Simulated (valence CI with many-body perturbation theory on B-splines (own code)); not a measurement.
## Which ion has this spectrum?

A relativistic CI+MBPT calculation for an atom or ion with 40 electrons gives these levels (cm⁻¹):

```
J  Parity       E     g
0    even     0.0      
1    even   58138  1.50
2    even   86752  1.34
4    even   91710  1.12
3    even   98123  1.24
0    even  142289      
4    even  148974  1.16
2    even  152000  1.09
3    even  154434  1.08
5    even  166634  1.08
1    even  172835  1.19
6    even  175628  1.09
4    even  186125  1.03
3    even  187487  1.13
```

The energies are calculated, and their last digits are not significant.

Q: Which is it?
A. Gd24+
B. Er28+
C. Yb30+
D. Ho27+

A: D. Ho27+, ground level (4d3/2^4) J=0.
